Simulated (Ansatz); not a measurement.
AsH2 (SMILES [AsH2]) moved off its minimum; all values from Ansatz (an electronic-structure program), cores frozen in correlated methods. Open shells are unrestricted.
(charge 0, multiplicity 2)
```xyz
3

As     0.0226     0.1441     0.0781
H     -0.9750    -0.8811    -0.1280
H      1.0754    -1.1458    -0.0060
```

```csv
level,largest force (eV/Å),on atom,rms difference from CCSD(T)/aug-cc-pVTZ (eV/Å),dipole (D)
HF/def2-TZVPP,2.66,As1,0.279,0.36
PBE/def2-TZVPP,2.35,As1,0.117,0.27
r2SCAN/def2-TZVPP,2.39,As1,0.081,0.31
B3LYP/def2-TZVPP,2.37,As1,0.033,0.28
wB97M-V/def2-TZVPP,2.45,As1,0.147,0.29
MP2/aug-cc-pVTZ,2.53,As1,0.147,0.29
CCSD(T)/aug-cc-pVTZ,2.40,As1,0.000,0.29
```

The differences count from one level among others, with limits of its own. Forces at CCSD(T)/aug-cc-pVTZ (eV/Å):

```json
[
 {"atom": "As1", "Fx": "2.359", "Fy": "-0.438", "Fz": "0.123"},
 {"atom": "H2", "Fx": "-1.568", "Fy": "-1.057", "Fz": "-0.254"},
 {"atom": "H3", "Fx": "-0.791", "Fy": "1.495", "Fz": "0.130"}
]
```
